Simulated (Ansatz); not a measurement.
Ideal-gas functions of GaGeH$_{5}$OS (`[OH][GeH2][S][GaH2]`) at 500 K and 1 bar, from an Ansatz frequency run at PBE0-D4/def2-TZVP.

Molar mass 195.44 g/mol, point group C1 (symmetry number 1), electronic degeneracy 1, moments of inertia 125.918, 339.1, 448.655 u Å². Harmonic wavenumbers (cm⁻¹, unscaled): 61, 188, 267, 350, 372, 450, 468, 488, 538, 565, 596, 683, 735, 774, 884, 941, 1961, 1993, 2138, 2163, 3870.

Use S(trans) = R[1.5 ln M + 2.5 ln T − 1.1517]; rotational temperatures θ = 24.2544 K / I; S(rot) = R[ln(√π/σ · √(T³/θAθBθC)) + 1.5]; for each mode x = 1.438777 ν̃/T, S = R[x/(eˣ − 1) − ln(1 − e⁻ˣ)] and H = RT x/(eˣ − 1); 1 cm⁻¹ = 0.0119627 kJ/mol; R = 8.31446 J/(mol·K).

Question: By hand: the entropy, in J/(mol·K).

Answer: Translation 185.4. Rotation: θ = 0.1926, 0.0715, 0.0541 K, giving 124.7. Vibration, mode by mode: 22.79, 13.52, 10.71, 8.60, 8.13, 6.72, 6.44, 6.14, 5.46, 5.13, 4.78, 3.92, 3.48, 3.19, 2.48, 2.18, 0.20, 0.18, 0.13, 0.12, 0.00, in all 114.3. Electronic 0.0. Sum 424.4 J/(mol·K).

Question: By hand: H − E and G − E in kJ/mol, counted from the electronic energy.

Answer: Zero-point energy ½ × 20485 × 0.0119627 = 122.5; thermal vibration 30.9; translation, rotation and pV give 4 RT = 16.6. H − E = 170.0 kJ/mol, and G − E = 170.0 − 500 × 424.4/1000 = -42.2 kJ/mol.

Vibration gives 27 % of the entropy, 22.8 J/(mol·K) of it from the mode under 150 cm⁻¹: soft modes count most, and the harmonic formula is weakest for them. The sum counts one conformer and one mirror image; others add a mixing term.
